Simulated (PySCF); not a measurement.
# Identify the compound

An unknown has the formula C3H6B2. Its calculated NMR data are:

1H NMR (400 MHz, computed): δ 6.95 (br, 4H), 3.50 (d, J = 2.8 Hz, 1H), 2.56 (d, J = 2.8 Hz, 1H).

13C{1H} NMR (computed): δ 88.1 (C), 77.7 (CH), 49.2 (CH).

How the numbers were obtained: structure optimised with PBE0-D3(BJ)/def2-SVP, σ from GIAO-HF/pcSseg-2, couplings computed with B3LYP/pcJ-1 (spin–dipole term only in couplings to heteroatoms), in PySCF (no solvent, a single conformation, equivalent nuclei averaged, no relativistic terms).

Referencing at the same level of theory: TMS for 1H (σ = 31.68 ppm), 13C (σ = 191.47 ppm).

Deduce the structure.

## Answers


- 3 carbon signals for 3 carbons: no two carbons are equivalent.
- Carbon types of the structure: 1 × C, 2 × CH, leaving 4 H on heteroatoms.
- δC 88.1: alkyne carbon; sp carbons lie upfield of alkene carbons because the cylindrical π system leaves one tensor component strongly shielded.
- δC 77.7: terminal alkyne carbon; the triple bond shields along its axis, which puts it between sp3 and sp2 carbons.
- δC 49.2: propargylic sp3 CH bonded to 2 B.
- δH 6.95: hydrogen on a boron bonded to C.
- δH 3.50: hydrogen on a propargylic sp3 CH bonded to 2 B.
- δH 2.56: hydrogen on a terminal alkyne carbon; it lies on the axis of the triple bond, in its shielding cone.

These data were computed for SMILES C(B)(B)C#C.

The shifts were computed for this structure.

Hydrogens on boron are broadened and split by 11B (spin 3/2, 80 %) and 10B (spin 3). A carbon bonded to boron is broadened by the quadrupolar boron nucleus and is often missing from a measured spectrum. Splittings below 1 Hz are ignored in the labels, and close J values are merged. Shifts are as computed, not scaled to solution data. Of 1211 compounds with measured shifts, 218 miss one by over three times the rms of a fit or turn the order of signals round; such compounds aren't used in these exercises. Vicinal couplings across rotatable single bonds and in flexible rings belong to the one computed conformer; a conformer average would change them.
